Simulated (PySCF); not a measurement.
C₅H₁₀O₂Si.
Numbering: `[CH2:1]=[CH:2][CH2:3][Si:4]([OH:5])([OH:6])[CH:7]=[CH2:8]` (hydrogens: H9, H10 on C1; H11 on C2; H12, H13 on C3; H14 on O5; H15 on O6; H16 on C7; H17, H18 on C8)

Method: PySCF, PBE0-D3(BJ)/def2-SVP geometry optimisation, gas phase; density fitting, grid level 1; the optimiser is geomeTRIC in internal coordinates, started from a GFN2-xTB structure.

Step 3: E = -17298.0873 eV
```
atom  x, y, z in Å  |  force x, y, z in eV/Å
C1      2.9562    0.3500   -0.1109    0.011  -0.021   0.046
C2      2.1722   -0.6987    0.1548   -0.024   0.044  -0.085
C3      0.9999   -1.1325   -0.6629    0.021  -0.010   0.045
Si4    -0.6154   -0.7291    0.1978    0.003   0.042   0.056
O5     -0.5978   -1.6028    1.6079    0.017  -0.072  -0.006
O6     -1.9549   -1.2473   -0.6494   -0.035  -0.036  -0.028
C7     -0.7596    1.1063    0.4954   -0.044  -0.001  -0.014
C8     -1.8547    1.8092    0.1808    0.007  -0.021   0.017
H9      2.8089    0.9660   -1.0041   -0.005  -0.001  -0.010
H10     3.7768    0.6276    0.5550    0.012   0.007   0.006
H11     2.3553   -1.2790    1.0669    0.006  -0.013   0.012
H12     1.0027   -0.6460   -1.6528    0.013   0.013  -0.002
H13     1.0113   -2.2236   -0.8246   -0.001  -0.026  -0.010
H14    -1.4395   -1.6802    2.0659   -0.003   0.040   0.022
H15    -2.1258   -0.8364   -1.5002   -0.010   0.019  -0.028
H16     0.0888    1.6357    0.9461    0.037   0.026  -0.017
H17    -1.9345    2.8891    0.3482    0.004   0.009   0.021
H18    -2.7356    1.3243   -0.2556   -0.010  -0.002  -0.024
```

Step 4: E = -17298.0894 eV
```
atom  x, y, z in Å  |  force x, y, z in eV/Å
C1      2.9643    0.3476   -0.0967   -0.067  -0.031  -0.043
C2      2.1725   -0.7005    0.1474    0.005  -0.030   0.017
C3      1.0011   -1.1324   -0.6729    0.035   0.040   0.068
Si4    -0.6124   -0.7333    0.1937   -0.047   0.066   0.024
O5     -0.5926   -1.6043    1.6056    0.023  -0.041  -0.014
O6     -1.9517   -1.2579   -0.6517   -0.022  -0.019  -0.042
C7     -0.7671    1.1038    0.4837   -0.014   0.011  -0.043
C8     -1.8676    1.8064    0.1865    0.032  -0.049   0.031
H9      2.8217    0.9694   -0.9864    0.025   0.036  -0.009
H10     3.7807    0.6155    0.5786   -0.004  -0.002  -0.005
H11     2.3490   -1.2898    1.0547    0.010  -0.023   0.030
H12     1.0001   -0.6414   -1.6600    0.012   0.011  -0.021
H13     1.0098   -2.2233   -0.8364    0.018  -0.016  -0.016
H14    -1.4268   -1.6393    2.0825    0.001   0.025   0.030
H15    -2.1218   -0.8414   -1.5004   -0.016   0.009  -0.014
H16     0.0887    1.6434    0.9073    0.041   0.005   0.020
H17    -1.9372    2.8864    0.3587   -0.021   0.008  -0.007
H18    -2.7566    1.3237   -0.2359   -0.013   0.002  -0.005
```

Step 5: E = -17298.0925 eV
```
atom  x, y, z in Å  |  force x, y, z in eV/Å
C1      2.9620    0.3383   -0.0897    0.017  -0.017   0.026
C2      2.1750   -0.7138    0.1519   -0.015   0.007  -0.038
C3      1.0063   -1.1321   -0.6772   -0.039  -0.035   0.097
Si4    -0.6095   -0.7318    0.1878   -0.040   0.029  -0.040
O5     -0.5924   -1.6051    1.5991   -0.001   0.006  -0.023
O6     -1.9475   -1.2536   -0.6659    0.015   0.016  -0.032
C7     -0.7668    1.1059    0.4745    0.011   0.016  -0.057
C8     -1.8813    1.7940    0.1966    0.022  -0.028   0.032
H9      2.8210    0.9659   -0.9759    0.006   0.011   0.003
H10     3.7778    0.6034    0.5876    0.004   0.008  -0.011
H11     2.3502   -1.3108    1.0555    0.009   0.006  -0.001
H12     1.0107   -0.6309   -1.6594    0.017  -0.003  -0.013
H13     1.0095   -2.2224   -0.8494    0.013   0.004  -0.026
H14    -1.4107   -1.5800    2.1041    0.015   0.005   0.032
H15    -2.1131   -0.8253   -1.5105   -0.011  -0.011   0.018
H16     0.0960    1.6582    0.8696   -0.001  -0.025   0.037
H17    -1.9611    2.8735    0.3689   -0.018   0.002  -0.026
H18    -2.7718    1.2990   -0.2095   -0.006   0.007   0.021
```

**Question.** Estimate the geometry and energy of step 6. (The exact step hangs on the optimiser's Hessian estimate; all steps are aligned on step 5, rigid shifts and turns removed.)

**Answer.** E = -17298.0950 eV, largest force 0.081 eV/Å
```
atom  x, y, z in Å  |  force x, y, z in eV/Å
C1      2.9696    0.3257   -0.0764    0.022   0.000   0.013
C2      2.1770   -0.7249    0.1527    0.003  -0.004   0.002
C3      1.0100   -1.1329   -0.6828   -0.057  -0.021   0.054
Si4    -0.6098   -0.7276    0.1744   -0.039  -0.028  -0.059
O5     -0.5893   -1.5969    1.5889   -0.033   0.032  -0.025
O6     -1.9460   -1.2509   -0.6848    0.057   0.031   0.003
C7     -0.7709    1.1099    0.4561    0.028   0.059  -0.012
C8     -1.9009    1.7848    0.2106   -0.034  -0.044   0.009
H9      2.8359    0.9642   -0.9565    0.000  -0.003   0.007
H10     3.7852    0.5799    0.6053   -0.001   0.006  -0.007
H11     2.3482   -1.3304    1.0520    0.002   0.015  -0.016
H12     1.0233   -0.6256   -1.6624    0.011  -0.013  -0.006
H13     1.0105   -2.2223   -0.8632    0.005   0.019  -0.018
H14    -1.3806   -1.5137    2.1300    0.028  -0.009   0.018
H15    -2.1114   -0.8150   -1.5259   -0.007  -0.014   0.029
H16     0.0978    1.6704    0.8271   -0.007  -0.027   0.010
H17    -1.9964    2.8650    0.3719    0.024  -0.007   0.004
H18    -2.7979    1.2729   -0.1589   -0.002   0.008  -0.006
```

The energy changes by -0.0026 eV. The first-order estimate −F·Δx gives -0.0039 eV and the mean of the old and new forces, exact on a quadratic surface, -0.0024 eV. The step makes an angle of 81° with the force vector and moves no atom by more than 0.077 Å.

The cost below is that of the whole optimisation. Hardware: an Arm Neoverse V1 with one thread, no GPU, shared host with 64 logical CPUs at a one-minute load of 21. Cost: 2.1 min of wall time, 0.68 GiB resident at most.
